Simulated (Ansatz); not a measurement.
`C[SiH2][SiH2]Cl` and `C[SiH2][SiH](F)Cl` differ in one atom or group.

Ansatz, PBE0-D4/def2-TZVP geometries, multiplicity 1. Each molecule was computed in one conformer, which needn't be the lowest.

```
                                          property  `C[SiH2][SiH2]Cl`
             LUMO energy (ωB97M-V/def2-TZVPP) / eV               1.31
               HOMO energy (B3LYP/def2-TZVPP) / eV              -7.74
size of the dipole moment (ωB97M-V/def2-TZVPP) / D               1.57
             HOMO energy (ωB97M-V/def2-TZVPP) / eV              -9.98
              HOMO–LUMO gap (PBE0/def2-TZVPP) / eV               7.47
                HOMO energy (PBE0/def2-TZVPP) / eV              -7.93
```

(1) What does the change do to each property? (An estimate is asked.)

## Answers

(1) The calculation gave: 
```
                                          property  `C[SiH2][SiH](F)Cl`  shift
             LUMO energy (ωB97M-V/def2-TZVPP) / eV                 1.25  -0.06
               HOMO energy (B3LYP/def2-TZVPP) / eV                -7.92  -0.18
size of the dipole moment (ωB97M-V/def2-TZVPP) / D                 1.79   0.22
             HOMO energy (ωB97M-V/def2-TZVPP) / eV               -10.16  -0.18
              HOMO–LUMO gap (PBE0/def2-TZVPP) / eV                 7.63   0.16
                HOMO energy (PBE0/def2-TZVPP) / eV                -8.11  -0.18
```

Dipoles are sizes alone; their direction can turn.

B3LYP here is the variant with VWN-RPA as its local correlation; programs differ in this.
